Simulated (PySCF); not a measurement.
## Basis-set dependence of population analyses: `BOCOC(F)F`

Species: C2H5BF2O2.
Structure used (PBE0-D3(BJ)/def2-SVP), in Å, numbered top down from 1:
```xyz
12
C2H5BF2O2 angstrom
B      2.240   -0.126    0.019
O      0.979   -0.545   -0.209
C     -0.004    0.301   -0.740
O     -0.851    0.756    0.266
C     -1.686   -0.181    0.800
F     -2.617   -0.546   -0.106
F     -2.305    0.393    1.825
H      2.566    0.997   -0.301
H      2.993   -0.915    0.532
H     -0.565   -0.272   -1.495
H      0.446    1.198   -1.190
H     -1.158   -1.090    1.135
```

PBE0 throughout (PySCF), one geometry, spherical d and f functions. One conformer (not necessarily the lowest) at the PBE0-D3(BJ)/def2-SVP geometry, without solvent, vibrations or thermal averaging. Atoms taken as equivalent share a column and are averaged. The first 7 of 9 kinds of atom are listed.

Mulliken charges (e):

```json
{"basis": "STO-3G", "functions": "40", "B1": "+0.173", "O2": "-0.230", "C3": "+0.062", "O4": "-0.226", "C5": "+0.259", "F6/F7": "-0.106", "H8/H9": "-0.055"}
{"basis": "6-31G", "functions": "73", "B1": "+0.321", "O2": "-0.505", "C3": "+0.109", "O4": "-0.477", "C5": "+0.600", "F6/F7": "-0.290", "H8/H9": "-0.042"}
{"basis": "pcSseg-0", "functions": "73", "B1": "+0.287", "O2": "-0.643", "C3": "+0.201", "O4": "-0.669", "C5": "+0.763", "F6/F7": "-0.346", "H8/H9": "-0.004"}
{"basis": "6-31G*", "functions": "108", "B1": "+0.176", "O2": "-0.373", "C3": "+0.118", "O4": "-0.462", "C5": "+0.672", "F6/F7": "-0.304", "H8/H9": "-0.029"}
{"basis": "cc-pVDZ", "functions": "123", "B1": "+0.078", "O2": "-0.164", "C3": "+0.264", "O4": "-0.285", "C5": "+0.452", "F6/F7": "-0.186", "H8/H9": "-0.060"}
{"basis": "def2-SVP", "functions": "123", "B1": "+0.110", "O2": "-0.238", "C3": "+0.345", "O4": "-0.351", "C5": "+0.520", "F6/F7": "-0.208", "H8/H9": "-0.056"}
{"basis": "aug-cc-pVDZ", "functions": "206", "B1": "-0.884", "O2": "-0.528", "C3": "+1.300", "O4": "-0.574", "C5": "+1.387", "F6/F7": "-0.414", "H8/H9": "+0.517"}
{"basis": "6-311+G(2d,p)", "functions": "219", "B1": "+0.166", "O2": "-0.292", "C3": "-0.014", "O4": "-0.346", "C5": "+0.576", "F6/F7": "-0.288", "H8/H9": "-0.004"}
{"basis": "def2-TZVP", "functions": "247", "B1": "+0.058", "O2": "-0.244", "C3": "+0.090", "O4": "-0.234", "C5": "+0.339", "F6/F7": "-0.176", "H8/H9": "+0.004"}
{"basis": "cc-pVTZ", "functions": "280", "B1": "+0.025", "O2": "-0.187", "C3": "+0.169", "O4": "-0.215", "C5": "+0.377", "F6/F7": "-0.164", "H8/H9": "-0.013"}
{"basis": "IGLO-III", "functions": "295", "B1": "+0.344", "O2": "-0.366", "C3": "+0.056", "O4": "-0.222", "C5": "+0.389", "F6/F7": "-0.209", "H8/H9": "-0.071"}
{"basis": "pcSseg-2", "functions": "322", "B1": "+0.387", "O2": "-0.471", "C3": "+0.377", "O4": "-0.361", "C5": "+0.634", "F6/F7": "-0.250", "H8/H9": "-0.083"}
```

IAO charges (e):

```
        basis  functions      B1      O2      C3      O4      C5   F6/F7   H8/H9
       STO-3G         40  +0.096  -0.243  +0.004  -0.233  +0.303  -0.138  -0.014
        6-31G         73  +0.130  -0.355  +0.080  -0.347  +0.534  -0.271  +0.003
     pcSseg-0         73  +0.124  -0.347  +0.103  -0.355  +0.547  -0.268  -0.001
       6-31G*        108  +0.163  -0.371  +0.134  -0.370  +0.613  -0.288  -0.011
      cc-pVDZ        123  +0.141  -0.360  +0.133  -0.366  +0.608  -0.288  -0.006
     def2-SVP        123  +0.151  -0.360  +0.137  -0.365  +0.609  -0.288  -0.010
  aug-cc-pVDZ        206  +0.146  -0.368  +0.132  -0.371  +0.614  -0.297  -0.004
6-311+G(2d,p)        219  +0.153  -0.373  +0.131  -0.372  +0.614  -0.297  -0.005
    def2-TZVP        247  +0.155  -0.374  +0.136  -0.375  +0.623  -0.299  -0.006
      cc-pVTZ        280  +0.154  -0.373  +0.134  -0.374  +0.621  -0.297  -0.007
     IGLO-III        295  +0.154  -0.374  +0.132  -0.374  +0.618  -0.298  -0.006
     pcSseg-2        322  +0.157  -0.375  +0.134  -0.375  +0.622  -0.299  -0.007
```

Hirshfeld charges (e):

```csv
basis,functions,B1,O2,C3,O4,C5,F6/F7,H8/H9
STO-3G,40,+0.134,-0.111,+0.150,-0.159,+0.234,-0.075,-0.077
6-31G,73,+0.164,-0.160,+0.103,-0.164,+0.211,-0.106,-0.054
pcSseg-0,73,+0.166,-0.146,+0.098,-0.146,+0.205,-0.102,-0.061
6-31G*,108,+0.165,-0.151,+0.097,-0.150,+0.201,-0.097,-0.058
cc-pVDZ,123,+0.162,-0.137,+0.085,-0.133,+0.192,-0.094,-0.060
def2-SVP,123,+0.168,-0.143,+0.088,-0.138,+0.199,-0.098,-0.061
aug-cc-pVDZ,206,+0.177,-0.160,+0.079,-0.145,+0.197,-0.100,-0.054
"6-311+G(2d,p)",219,+0.184,-0.166,+0.083,-0.147,+0.200,-0.103,-0.056
def2-TZVP,247,+0.179,-0.159,+0.081,-0.142,+0.196,-0.100,-0.056
cc-pVTZ,280,+0.176,-0.154,+0.080,-0.139,+0.195,-0.098,-0.057
IGLO-III,295,+0.179,-0.161,+0.078,-0.144,+0.197,-0.101,-0.054
pcSseg-2,322,+0.181,-0.161,+0.077,-0.143,+0.196,-0.100,-0.055
```

Some averages cover members that differ in this geometry, most widely: H8/H9, Mulliken in aug-cc-pVDZ +0.369 to +0.665; F6/F7, Mulliken in def2-SVP -0.226 to -0.189; F6/F7, Mulliken in cc-pVDZ -0.204 to -0.167; F6/F7, Mulliken in cc-pVTZ -0.182 to -0.146 e.

Question: Which scheme is steadiest as the basis changes?

Answer: Largest range over the bases for any column: Hirshfeld 0.07 e, IAO 0.32 e, Mulliken 1.31 e. Hirshfeld charges move least and Mulliken charges most, counted in e. Without the minimal STO-3G basis the ranges are Hirshfeld 0.03, IAO 0.09, Mulliken 1.31 e.

Question: How much do the charges still move between the two largest bases, IGLO-III and pcSseg-2?

Answer: At most, over all atoms: Mulliken 0.321 e, IAO 0.004 e, Hirshfeld 0.001 e.

Question: What do the same runs give for the total energy, the frontier levels and the dipole moment?

Answer: 
```csv
basis,energy (Eh),HOMO (eV),LUMO (eV),μ (D)
STO-3G,-447.5632,-5.66,2.95,1.12
6-31G,-453.5952,-8.96,-0.62,2.23
pcSseg-0,-452.6822,-9.07,-0.79,2.19
6-31G*,-453.7383,-8.83,-0.35,1.60
cc-pVDZ,-453.7724,-8.87,-0.62,1.62
def2-SVP,-453.4073,-8.97,-0.69,1.74
aug-cc-pVDZ,-453.8084,-9.04,-0.96,1.85
"6-311+G(2d,p)",-453.8945,-9.08,-0.96,1.89
def2-TZVP,-453.9410,-9.04,-0.85,1.79
cc-pVTZ,-453.9199,-9.01,-0.80,1.72
IGLO-III,-453.9472,-9.06,-0.93,1.84
pcSseg-2,-453.9392,-9.07,-0.92,1.88
```

The dipole is fixed by the density alone, so its range of 1.11 D shows that the density itself changes with the basis, not only its division among atoms.
